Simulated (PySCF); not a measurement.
Orbital gap (eV) of eight silicon and germanium compounds: PBE beside CAM-B3LYP, computed with PySCF for isolated molecules in the bases named; differences from unrounded values. The eight are the first of their class met in an unordered collection, after screening for sound electronic states; none was chosen by its value. Each molecule has one DFT geometry for both levels.

```json
[
 {"molecule": "C3H12OSi2, SMILES O[SiH2]C[SiH](C)C", "basis": "def2-TZVP", "CAM-B3LYP": "10.65", "PBE": "6.15", "difference": "-4.50"},
 {"molecule": "ethoxymethyl(methyl)silane (C4H12OSi), SMILES CCOC[SiH2]C", "basis": "def2-TZVP", "CAM-B3LYP": "9.83", "PBE": "5.31", "difference": "-4.53"},
 {"molecule": "C₂H₅F₂NSi, SMILES C/C=N/[SiH](F)F", "basis": "def2-TZVP", "CAM-B3LYP": "9.09", "PBE": "3.92", "difference": "-5.17"},
 {"molecule": "C₂H₅NOSi, SMILES N[Si@H](O)C#C", "basis": "def2-TZVP", "CAM-B3LYP": "10.04", "PBE": "5.14", "difference": "-4.90"},
 {"molecule": "silacyclobutane (C3H8Si), SMILES C1C[SiH2]C1", "basis": "def2-TZVP", "CAM-B3LYP": "10.48", "PBE": "6.17", "difference": "-4.31"},
 {"molecule": "CH7NSi3, SMILES [SiH3][Si@H]1N=C[SiH2]1", "basis": "def2-TZVP", "CAM-B3LYP": "8.08", "PBE": "3.13", "difference": "-4.95"},
 {"molecule": "C₂H₄GeN₂, SMILES [CH](=N/C#N)/[GeH3]", "basis": "def2-TZVP", "CAM-B3LYP": "7.89", "PBE": "3.09", "difference": "-4.80"},
 {"molecule": "C3H10Si3, SMILES [C@H]1([SiH3])C([SiH2][SiH2]1)=C", "basis": "def2-TZVP", "CAM-B3LYP": "8.66", "PBE": "4.33", "difference": "-4.34"}
]
```

PBE lies below CAM-B3LYP in 8 and above it in 0 of the eight; the mean signed difference is -4.69 and the largest -5.17 eV.
